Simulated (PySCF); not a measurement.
## The third ionisation energy along the 4p block

All values are computed (PySCF 2.14, energy differences of UHF-based or UKS calculations, no spin-orbit coupling). Values in eV. The last column holds reference values (NIST; (s) semi-empirical, (t) theoretical, else measured). Unmarked ones compare directly (S terms, centres of terms, or small fine structure); those marked * lie between the lowest fine-structure levels and include a spin-orbit shift.

```csv
element,configurations,UHF,MP2 (valence),SCS-MP2 (valence),CCSD (valence),LDA,PBE0,reference
"Ga (aug-cc-pVTZ-PP with one added diffuse shell each of s, d, f type with ECP10MDF, ECP)",[Ar] 3d10 4s1 → [Ar] 3d10,29.630,n/a,n/a,n/a,31.862,31.107,30.726
"Ge (aug-cc-pVTZ-PP with one added diffuse shell each of s, d, f type with ECP10MDF, ECP)",[Ar] 3d10 4s2 → [Ar] 3d10 4s1,32.193,32.981,33.138,33.280,34.765,33.959,34.058
"As (aug-cc-pVTZ-PP with one added diffuse shell each of s, d, f type with ECP10MDF, ECP)",[Ar] 3d10 4s2 4p1 → [Ar] 3d10 4s2,27.481,27.742,27.732,27.822,28.133,28.032,28.349 ± 0.012 *
"Se (aug-cc-pVTZ-PP with one added diffuse shell each of s, d, f type with ECP10MDF, ECP)",[Ar] 3d10 4s2 4p2 → [Ar] 3d10 4s2 4p1,30.996,31.394,31.317,31.428,31.643,31.554,31.697 ± 0.019 *
"Br (aug-cc-pVTZ-PP with one added diffuse shell each of s, d, f type with ECP10MDF, ECP)",[Ar] 3d10 4s2 4p3 → [Ar] 3d10 4s2 4p2,34.637,35.168,35.012,35.131,35.186,35.152,34.871 ± 0.019 *
"Kr (aug-cc-pVTZ-PP with one added diffuse shell each of s, d, f type with ECP10MDF, ECP)",[Ar] 3d10 4s2 4p4 → [Ar] 3d10 4s2 4p3,34.336,35.057,35.132,35.177,35.728,35.482,35.838 ± 0.02 *
```

"Valence" correlates the outer s and p shells and, in groups 3 to 12 and the f block, the outer d or f shell, open or full, or the next shell where the ion has no valence electron left; the wider scheme adds the next inner shell.
